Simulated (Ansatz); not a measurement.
Reactions of CH$_{6}$AlNS (`C[NH][AlH][SH]`).

Calculated with Ansatz (gas phase, PBE0-D4/def2-TZVP geometries, no zero-point term in ΔE). CCSD(T)/CBS is the MP2 limit (def2-TZVPP, def2-QZVPP) plus CCSD(T) − MP2 in def2-TZVPP, frozen cores. This one scheme is used for every species, atoms too. Functionals use def2-TZVPP. No spin–orbit coupling; open shells (•) take unrestricted orbitals. Spin–orbit coupling would lower the free atoms: a little for Al, C, S. One conformer a species, not always the lowest.

```tsv
reaction	r2SCAN-D4 (kcal/mol)	B2PLYP (kcal/mol)	CCSD(T)/CBS(def2) (kcal/mol)
`C[NH][AlH][SH]` + H₂O → `[OH][AlH][SH]` + CH₃NH₂	-11.2	-11.9	-10.2
`C[NH][AlH][SH]` + H₂S → `[SH][AlH][SH]` + CH₃NH₂	-6.3	-5.4	-5.8
`C[NH][AlH][SH]` + `C[SiH2]C` → `C[SiH2][CH2][AlH][SH]` + CH₃NH₂	18.4	19.9	18.0
`C[NH][AlH][SH]` → Al• + C• + 6 H• + N• + S•	803.3	793.5	804.2
`C[NH][AlH][SH]` → `[AlH2][SH]` + `C=N`	53.5	49.4	51.4
```

Largest T1 diagnostic: 0.018, for Al•.
